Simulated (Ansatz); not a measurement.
Frontier orbitals of BH5O3Se.

```tsv
atom	x (Å)	y (Å)	z (Å)
O1	0.5535	-0.6543	-1.1272
B2	0.7331	0.5624	-0.5261
O3	-0.3255	1.4160	-0.5864
O4	1.8755	0.9762	0.1124
Se5	-2.2460	-0.6003	1.3554
H6	1.2965	-1.2545	-1.0697
H7	-0.1456	2.2415	-0.1320
H8	2.5873	0.3377	0.1573
H9	-2.6294	-1.9642	1.7402
H10	-1.6994	-1.0605	0.0761
```

Charge 0, multiplicity 1. Correlated methods include outer-core shells of Se, which these sets cover unevenly. Scalar relativity is left out up to krypton. The bonds changed during the relaxation, so this is another structure than the one it started from. All single points use the PBE0-D4/def2-TZVP geometry. It is one conformer, not always the lowest. Basis def2-TZVPP, Ansatz.

```tsv
functional	HOMO (eV)	LUMO (eV)	gap (eV)
PBE	-5.55	-0.83	4.72
revPBE	-5.50	-0.74	4.76
BLYP	-5.39	-0.89	4.50
B97M-V	-5.90	-0.58	5.32
PBE0	-6.74	0.02	6.76
BHLYP	-7.76	0.61	8.37
ωB97M-V	-8.95	1.43	10.38
```

From PBE to PBE0 the HOMO moves by −1.19 eV and the LUMO by +0.85 eV, and with ωB97M-V by −3.40 and +2.26 eV, so the gap grows from 4.72 to 10.39 eV with exact exchange. A positive LUMO is unbound and depends on the basis.
